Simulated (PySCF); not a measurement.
Fill in the blanks.

Species: C3H6Si (triplet state).
Numbering: `[CH2:1]=[CH:2][Si:3][CH3:4]` (hydrogens: H5, H6 on C1; H7 on C2; H8, H9, H10 on C4)

Conformer (atom-mapped SMILES and torsion angles): `[CH2:1]=[CH:2][Si:3][CH3:4]`: C1–C2–Si3–C4 0°.

| property | level | value |
| --- | --- | --- |
| rotational constants A, B, C | PBE0-D3(BJ)/def2-SVP | ? |
| dipole moment | PBE0-D3(BJ)/def2-SVP | 0.78 D |
| isotropic g value | unrestricted B3LYP/IGLO-III on C Si, pcH-1 on H, mean-field spin–orbit | ? |
| spin squared ⟨S²⟩ | unrestricted B3LYP/IGLO-III on C Si, pcH-1 on H | 2.014 |
| largest isotropic hyperfine couplings (means over sets of like nuclei) | unrestricted B3LYP/IGLO-III on C Si, pcH-1 on H, mean-field spin–orbit | ? |

The electronic properties come from PySCF, for the isolated species, density fitting. The structure is a single PBE0-D3(BJ)/def2-SVP conformer in the gas phase; no vibrational or solvent corrections. This triplet need not be the ground state; the singlet was not compared here. Couplings of like nuclei are plain means over topologically equivalent atoms, as if these changed places fast (by rotation of a methyl-like group, say); in this geometry the members of some sets differ.

(1) What is the isotropic g value?

(2) Give the rotational constants A, B, C.

(3) The largest isotropic hyperfine couplings (means over sets of like nuclei)?

Answers

(1) 2.00236.

(2) 11.942, 3.833, 2.957 GHz.

(3) 29Si -410.5 (Si3), 13C +35.0 (C4), 13C +28.9 (C2), 13C +27.1 (C1), 1H +19.2 (H8/H9/H10) MHz.

The rotational constants make it an asymmetric top with κ = (2B − A − C)/(A − C) = -0.80, nearer the prolate limit (−1). In atomic units the dipole is 0.31 e·bohr (1 au = 2.5417 D). ⟨S²⟩ is 0.014 above the pure-spin value S(S + 1) = 2.00. With B = h/(8π²I), that is 505.379 GHz u Å² over I, the principal moments of inertia are 42.3, 131.8 and 170.9 u Å² (most abundant isotopes); the inertial defect Ic − Ia − Ib is -3.2 u Å² (zero for a rigid planar frame, negative otherwise). g_iso is shifted by about +40 ppm from the free-electron value 2.002319.

For the EPR job (B3LYP), the run took 36 s on an x86-64 server with one thread, no GPU (shared host).
